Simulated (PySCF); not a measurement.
# EPR parameters of C7H9O

C7H9O (doublet state).
Z-matrix (Å and degrees, GFN2-xTB geometry), rows numbered from 1:
```
C 
C   1  1.2862
C   2  1.5504  1  134.82
C   3  1.5396  2   88.62  1  -179.85
C   4  1.5285  3  115.06  2   116.00
O   5  1.4069  4  112.97  3    67.62
C   2  1.4697  1  135.34  3   179.51
C   7  1.3217  2  133.43  1     0.54
H   1  1.0623  2  141.37  3     0.52
H   3  1.0875  2  113.08  1    62.66
H   3  1.0874  2  113.52  1   -63.57
H   4  1.0947  3  113.90  2  -116.18
H   5  1.1004  4  109.29  3  -168.60
H   5  1.0928  4  109.88  3   -50.00
H   6  0.9637  5  108.87  4    58.31
H   8  1.0762  7  121.23  2    -0.19
H   8  1.0774  7  121.58  2   179.95
```

The hyperfine couplings belong to this conformer and change with its torsions.

The species is `[H]/[C]=C1\C[C@H](CO)C1=C` [radical].

Method: UKS B3LYP, pcH-1 on C H O, non-relativistic, mean-field spin-orbit, GIAO (PySCF 2.14.0). The structure is a single GFN2-xTB conformer in the gas phase; no vibrational or solvent corrections. The geometry wasn't refined by DFT: couplings that depend on bond lengths, twists or pyramidal angles can differ widely from those at the functional's own minimum. The SCF solution wasn't tested for stability.

```
g1, g2, g3                      : 2.00180, 2.00220, 2.00271
g_iso                           : 2.00224
Form of g                       : rhombic: the two nearest values differ by 44 % of g3 − g1
⟨S²⟩                            : 0.7638 (exact 0.7500)
α and β electrons               : 30, 29
HOMO–LUMO gap, α and β orbitals : 5.06, 4.16 eV
Total energy                    : -347.25102 Eh
```

Hyperfine couplings atom by atom, in mT; T1 to T3 are the principal values of the dipolar part; ρ(0) is the spin density at the nucleus (MHz turned into mT with g_iso):

```
atom  isotope  a_iso     T1     T2    T3  Mulliken spin population  ρ(0) (bohr⁻³)
  C1      13C   9.69  -2.92  -1.98  4.90                      1.04         0.2417
  C2      13C  -0.93  -0.67   0.02  0.65                     -0.19        -0.0232
  C3      13C   3.19  -0.40  -0.39  0.79                      0.12         0.0795
  C4      13C  -0.18  -0.03   0.00  0.03                      0.00        -0.0045
  C5      13C   0.07  -0.01  -0.01  0.03                      0.00         0.0016
  O6      17O  -0.01  -0.01   0.01  0.01                      0.00         0.0006
  C7      13C   2.79  -0.25  -0.01  0.26                      0.08         0.0695
  C8      13C  -0.19  -0.34   0.14  0.20                     -0.05        -0.0047
  H9       1H   0.74  -1.15  -0.25  1.40                      0.00         0.0046
 H10       1H  -0.49  -0.21  -0.05  0.26                     -0.01        -0.0030
 H11       1H  -0.48  -0.21  -0.04  0.25                     -0.01        -0.0030
 H12       1H   0.13  -0.05  -0.03  0.09                      0.00         0.0008
 H13       1H   0.03  -0.02  -0.02  0.05                      0.00         0.0002
 H14       1H   0.00  -0.04  -0.03  0.07                      0.00         0.0000
 H15       1H   0.00  -0.02  -0.02  0.04                      0.00         0.0000
 H16       1H   0.11  -0.14  -0.11  0.26                      0.01         0.0007
 H17       1H   0.19  -0.05   0.00  0.06                      0.00         0.0012
```

The Mulliken spin populations are largest on C1 (+1.04), C2 (-0.19), C3 (+0.12) and C7 (+0.08). C1 is the only atom above +0.15.

Axes: g1 points within 2° of the C2–C7 bond and g2 points within 2° of the C2–C3 bond.

Under fast tumbling the dipolar parts average out, and these isotropic splittings remain (the largest six): 1 × 1H (H9, I = 1/2, 2 lines) with 0.74 mT, 1 × 1H (H10, I = 1/2, 2 lines) with 0.49 mT, 1 × 1H (H11, I = 1/2, 2 lines) with 0.48 mT, 1 × 1H (H17, I = 1/2, 2 lines) with 0.19 mT, 1 × 1H (H12, I = 1/2, 2 lines) with 0.13 mT and 1 × 1H (H16, I = 1/2, 2 lines) with 0.11 mT.

The 13C coupling of C1 (271.7 MHz) shows only in satellite lines or after enrichment, since that isotope makes up about 1.07 % of natural carbon.
